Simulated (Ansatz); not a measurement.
Species: CdSe, charge 0, multiplicity 1. SMILES: [Se]=[Cd]
Geometry from a B3LYP-D3(BJ)/def2-TZVP (Ansatz, a first-principles code) optimisation:
```
Cd
Se 1 2.3922
```

Computed values are from Ansatz. Valence correlation only, unless marked. UHF or UKS for open shells. Spin-orbit coupling is left out. Frozen are the shells of the preceding noble gas and the d and f shells that filled before the atom's block. In def2 rows, elements after Kr have scalar-relativistic effective core potentials. CBS marks a two-point X^-3 extrapolation of the correlation energy; Hartree-Fock from the larger set.

```json
{
  "atomisation energy De": "20.5 kcal/mol at CCSD(T)/CBS(def2-TZVPPD,def2-QZVPPD)",
  "vertical ionisation energy (to the doublet)": "8.15 eV at CCSD(T)/CBS(def2-TZVPPD,def2-QZVPPD)",
  "total_energy": "-2567.4238 Eh at CCSD(T)/CBS(def2-TZVPPD,def2-QZVPPD)",
  "dipole_moment": "5.69 D at CCSD(T)/def2-SVPD",
  "T1 diagnostic": "0.023 at CCSD/def2-QZVPPD"
}
```

The Hartree-Fock reference is unstable (checked in the largest basis), which strains HF and MP2.
